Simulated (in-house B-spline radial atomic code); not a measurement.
Neutral krypton: [Ne] 3s2 3p5 3d10 4s2 4p6 4f1 (an excited or competing configuration)

Method: non-relativistic TPSSh, spin-polarised, spherical fractional occupations, exact exchange averaged over the configuration, point nucleus. Calculated with a B-spline radial code for spherical atoms.

Z_r = [3n² - l(l+1)]/(2<r>); Z_e = n√(-2ε); the last column is Slater's effective charge. Values are occupation-weighted means over spin.

```
shell  electrons    ε (eV)  <r> (bohr)    Z_r    Z_e  Slater
   1s          2    -13976     0.04243  35.35  32.05   35.70
   2s          2   -1848.2      0.1875  32.00  23.31   31.85
   2p          6   -1672.9      0.1618  30.91  22.18   31.85
   3s          2   -283.91       0.536  25.18  13.70   25.10
   3p          5   -221.59      0.5387  23.20  12.11   25.10
   3d         10   -109.23      0.5393  19.47   8.50   15.85
   4s          2   -35.437       1.514  15.85   6.46    9.10
   4p          6   -20.516       1.745  13.18   4.91    9.10
   4f          1  -0.52545       17.18   1.05   0.79    1.00
```

The least bound orbital is 4f up at -0.5254 eV, and it is also the most diffuse (<r> = 17.18 bohr). The part-filled 3p shell lies below the filled 4p shell in orbital energy.
